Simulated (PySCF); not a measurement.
A structure optimised at PBE0-D3(BJ)/def2-SVP, used in a PySCF frequency run:

```xyz
8

B      0.1280     1.3510     0.0000
I     -0.0394    -0.8256     0.0000
C     -1.1630     2.2240     0.0000
H     -1.7836     1.9943     0.8808
H     -0.9218     3.2970     0.0000
H     -1.7836     1.9943    -0.8808
O      1.3554     1.8905     0.0000
H      2.0732     1.2468     0.0000
```
Charge 0, spin multiplicity 1.

Q: Write its SMILES, formula and point group.

A: CB(O)I, CH4BIO, Cs

Q: What are its rotational constants (standard atomic weights)?

A: 8.6005, 2.0905, 1.6994 GHz
